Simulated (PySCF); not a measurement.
AgI, singlet, geometry from GFN2-xTB (such geometries of metal compounds can be far from the true shape) (all electrons, no relativity); HF/3-21G (PySCF).

The PySCF input:
```python
from pyscf import gto, scf

mol = gto.Mole()
mol.atom = '''
    Ag   -0.00000000   -0.00000000   -1.36117526
    I     0.00000000    0.00000000    1.20707995
'''
mol.basis = '3-21g'
mol.verbose = 4
mol.build()

mf = scf.RHF(mol)
mf.kernel()
```

**Question.** Write the output that PySCF gives for this input, abridged.

**Answer.** 
```
PySCF version 2.14.0

[INPUT] verbose = 4
[INPUT] num. atoms = 2
[INPUT] num. electrons = 100
[INPUT] charge = 0
[INPUT] spin (= nelec alpha-beta = 2S) = 0
[INPUT] symmetry False subgroup None
[INPUT] Mole.unit = angstrom
[INPUT] Symbol           X                Y                Z      unit          X                Y                Z       unit  Magmom
[INPUT]  1 Ag     0.000000000000   0.000000000000  -1.361175260000 AA    0.000000000000   0.000000000000  -2.572248448934 Bohr   0.0
[INPUT]  2 I      0.000000000000   0.000000000000   1.207079950000 AA    0.000000000000   0.000000000000   2.281050515954 Bohr   0.0

nuclear repulsion = 513.25912910412
number of shells = 27
number of NR pGTOs = 162
number of NR cGTOs = 67
basis = 3-21g
ecp = {}

******** <class 'pyscf.scf.hf.RHF'> ********
method = RHF
initial guess = minao
damping factor = 0
level_shift factor = 0
DIIS = <class 'pyscf.scf.diis.CDIIS'>
diis_start_cycle = 1
diis_space = 8
diis_damp = 0
SCF conv_tol = 1e-09
SCF conv_tol_grad = None
SCF max_cycles = 50
direct_scf = True
direct_scf_tol = 1e-13
Set gradient conv threshold to 3.16228e-05
Initial guess from minao.
init E= -12033.3544211635
  HOMO = -0.394899826829136  LUMO = -0.0898529130765979  gap/eV = 8.30075
cycle= 1 E= -12060.8306957346  delta_E= -27.5  |g|= 0.355  |ddm|= 1.41
  HOMO = -0.266149679776773  LUMO = -0.0195604473229551  gap/eV = 6.71003
cycle= 2 E= -12060.8593904482  delta_E= -0.0287  |g|= 0.126  |ddm|= 0.726
  HOMO = -0.306959489456494  LUMO = -0.0166689074054698  gap/eV = 7.89921
cycle= 3 E= -12060.8621347053  delta_E= -0.00274  |g|= 0.0185  |ddm|= 0.149
  HOMO = -0.312290074388745  LUMO = -0.0145108771588209  gap/eV = 8.10298
cycle= 4 E= -12060.8622445647  delta_E= -0.00011  |g|= 0.0049  |ddm|= 0.0282
  HOMO = -0.311523935056665  LUMO = -0.0140080495879904  gap/eV = 8.09582
cycle= 5 E= -12060.8622658668  delta_E= -2.13e-05  |g|= 0.00108  |ddm|= 0.0166
  HOMO = -0.311615155958951  LUMO = -0.0140643455587759  gap/eV = 8.09677
cycle= 6 E= -12060.8622671262  delta_E= -1.26e-06  |g|= 0.000216  |ddm|= 0.00405
  HOMO = -0.311563113640468  LUMO = -0.0140977111714315  gap/eV = 8.09445
cycle= 7 E= -12060.862267186  delta_E= -5.98e-08  |g|= 4.66e-05  |ddm|= 0.000959
  HOMO = -0.311562602500258  LUMO = -0.0140996706170171  gap/eV = 8.09438
cycle= 8 E= -12060.862267189  delta_E= -2.97e-09  |g|= 6.72e-06  |ddm|= 0.00024
  HOMO = -0.311562699175955  LUMO = -0.0140999048738293  gap/eV = 8.09437
cycle= 9 E= -12060.862267189  delta_E= -4.91e-11  |g|= 1.71e-06  |ddm|= 2.87e-05
  HOMO = -0.311563053254937  LUMO = -0.0140997815446831  gap/eV = 8.09439
Extra cycle  E= -12060.862267189  delta_E= -1.82e-12  |g|= 9.16e-07  |ddm|= 4.65e-06
converged SCF energy = -12060.862267189
```
